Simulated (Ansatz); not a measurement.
One change: `[CH3][SnH]([CH3])[OH]` becomes `[CH3][SnH]([NH2])[OH]`.

Ansatz, PBE0-D4/def2-TZVP geometries, multiplicity 1. Each molecule was computed in one conformer, which needn't be the lowest.

Elements past krypton have def2 core potentials.

```csv
property,`[CH3][SnH]([CH3])[OH]`
LUMO energy (PBE/def2-TZVPP) / eV,-0.66
HOMO energy (PBE0/def2-TZVPP) / eV,-7.65
HOMO energy (B3LYP/def2-TZVPP) / eV,-7.41
HOMO–LUMO gap (ωB97M-V/def2-TZVPP) / eV,11.42
LUMO energy (PBE0/def2-TZVPP) / eV,0.16
size of the dipole moment (PBE/def2-TZVPP) / D,1.60
```

Question: Give the same properties after the change, and the shifts. (An estimate is asked.)

Answer: The calculation gave: 
```
                                      property  `[CH3][SnH]([NH2])[OH]`  shift
             LUMO energy (PBE/def2-TZVPP) / eV                    -0.78  -0.12
            HOMO energy (PBE0/def2-TZVPP) / eV                    -7.26   0.39
           HOMO energy (B3LYP/def2-TZVPP) / eV                    -7.01   0.40
       HOMO–LUMO gap (ωB97M-V/def2-TZVPP) / eV                    11.26  -0.16
            LUMO energy (PBE0/def2-TZVPP) / eV                     0.13  -0.03
size of the dipole moment (PBE/def2-TZVPP) / D                     2.39   0.79
```

Dipoles are sizes alone; their direction can turn.

B3LYP here is the variant with VWN-RPA as its local correlation; programs differ in this.
